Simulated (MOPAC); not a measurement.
Job for MOPAC: PM3 on KO, 2S+1 = 2, a spin state set in the input, which need not be the lowest, a point of a bond scan (R = 2.252 Å).

```
PM3 1SCF PRECISE CHARGE=0 UHF MS=0.5 THREADS=1
KO

O      0.00000000 1     0.00000000 1     0.00000000 1
K      0.00000000 1     0.00000000 1     2.25176400 1
```

It printed:

```
*******************************************************************************
 **                                                                           **
 **                              MOPAC v23.2.5                                **
 **                                                                           **
 *******************************************************************************
 ** MOPAC's Digital Object Identifier: https://doi.org/10.5281/zenodo.6511958 **
 **                                                                           **
 ** Please cite the open-source release paper for use of this MOPAC version:  **
 ** J. E. Moussa and J. J. P. Stewart (2026)                                  **
 ** MOPAC: An open-source semiempirical molecular orbital program             **
 ** J. Open Source Softw., 11(119), 8025, https://doi.org/10.21105/joss.08025 **
 *******************************************************************************

                              PM3 CALCULATION RESULTS

 *******************************************************************************
 *  PM3        - The PM3 Hamiltonian to be used
 *  UHF        - UNRESTRICTED HARTREE-FOCK CALCULATION
 *
 *
 *
 *                 CHARGE ON SYSTEM = 0
 *
 *
 *
 *  MS=        - IN MECI, MAGNETIC COMPONENT OF SPIN =  0.5
 *  PRECISE    - TIGHTER CRITERIA TO BE USED
 *  1SCF       - DO 1 SCF AND THEN STOP
 *  THREADS=1  - MULTI-THREADING NOT USED
 *  T=         - A TIME OF 172800.0 SECONDS REQUESTED
 *  DUMP=N     - RESTART FILE WRITTEN EVERY 7200.0 SECONDS REQUESTED
 *******************************************************************************
PM3 1SCF PRECISE CHARGE=0 UHF MS=0.5 THREADS=1
 KO

   ATOM   CHEMICAL          X               Y               Z
  NUMBER   SYMBOL      (ANGSTROMS)     (ANGSTROMS)     (ANGSTROMS)

     1       O          0.00000000  *   0.00000000  *   0.00000000  *
     2       K          0.00000000  *   0.00000000  *   2.25176400  *



          CARTESIAN COORDINATES

    NO.       ATOM           X           Y           Z

     1         O          0.0000      0.0000      0.0000
     2         K          0.0000      0.0000      2.2518

  O: (PM3): J. J. P. STEWART, J. COMP. CHEM. 10, 209 (1989).
  K: (PM3): J. J. P. STEWART, J. MOL. MOD., 10, 155-164 (2004)

           Empirical Formula: O K  =     2 atoms



      MOLECULAR POINT GROUP   :   C*v


          UHF CALCULATION, NO. OF ALPHA ELECTRONS =    4
                           NO. OF BETA  ELECTRONS =    3

 -------------------------------------------------------------------------------
 PM3 1SCF PRECISE CHARGE=0 UHF MS=0.5 THREADS=1
 KO



     1SCF WAS SPECIFIED, SO BFGS WAS NOT USED
     SCF FIELD WAS ACHIEVED


                              PM3 CALCULATION
                                                       MOPAC v23.2.5 Linux




          FINAL HEAT OF FORMATION =         13.94698 KCAL/MOL =      58.35415 KJ/MOL


          COSMO AREA              =        133.10 SQUARE ANGSTROMS
          COSMO VOLUME            =        143.63 CUBIC ANGSTROMS

          IONIZATION POTENTIAL    =          7.838353 EV
          ALPHA SOMO LUMO (EV)    =         -8.528  0.617
          BETA  SOMO LUMO (EV)    =         -7.838  0.533
          NO. OF ALPHA ELECTRONS  =          4
          NO. OF BETA  ELECTRONS  =          3
          MOLECULAR WEIGHT        =         55.0977         POINT GROUP:  C*v

          MOLECULAR DIMENSIONS (Angstroms)

            Atom       Atom       Distance
            K     2    O     1     2.25176
            K     2    O     1     0.00000
            O     1    K     2     0.00000


          SCF CALCULATIONS        =          1





   ATOM   CHEMICAL          X               Y               Z
  NUMBER   SYMBOL      (ANGSTROMS)     (ANGSTROMS)     (ANGSTROMS)

     1       O          0.00000000  *   0.00000000  *   0.00000000  *
     2       K          0.00000000  *   0.00000000  *   2.25176400  *

                             CARTESIAN COORDINATES

   1    O        0.000000000     0.000000000     0.000000000
   2    K        0.000000000     0.000000000     2.251764000


           Empirical Formula: O K  =     2 atoms



      MOLECULAR POINT GROUP   :   C*v


          ALPHA EIGENVALUES
 -27.77569  -9.90318  -8.52793  -8.52793   0.61732   1.79707   1.79707   4.53132


           BETA EIGENVALUES
 -27.16715  -7.83835  -7.83835   0.53284   1.84238   1.84238   3.25300   4.96457


              NET ATOMIC CHARGES AND DIPOLE CONTRIBUTIONS

  ATOM NO.   TYPE          CHARGE      No. of ELECS.   s-Pop       p-Pop
    1          O          -0.710349        6.7103     1.90729     4.80306
    2          K           0.710349        0.2897     0.02335     0.26630
 DIPOLE           X         Y         Z       TOTAL
 POINT-CHG.     0.000     0.000     7.683     7.683
 HYBRID         0.000     0.000     0.663     0.663
 SUM            0.000     0.000     8.346     8.346


          ATOMIC ORBITAL ELECTRON POPULATIONS

     Atom    s        px        py        pz
    1  O   1.90729   1.91055   1.91055   0.98195
    2  K   0.02335   0.08945   0.08945   0.08741


                    (SZ)    =    0.500000
                    (S**2)  =    0.751381


          ATOMIC ORBITAL SPIN POPULATIONS

    Atom   Total    s     px     py     pz
         Atomic
    1  O  1.0069  0.005  0.011  0.011  0.981
    2  K -0.0069  0.002 -0.011 -0.011  0.013

 **********************
 *                    *
 * JOB ENDED NORMALLY *
 *                    *
 **********************




 == MOPAC DONE ==
```

The run finished.

Cost: roughly 0.020 core-seconds.
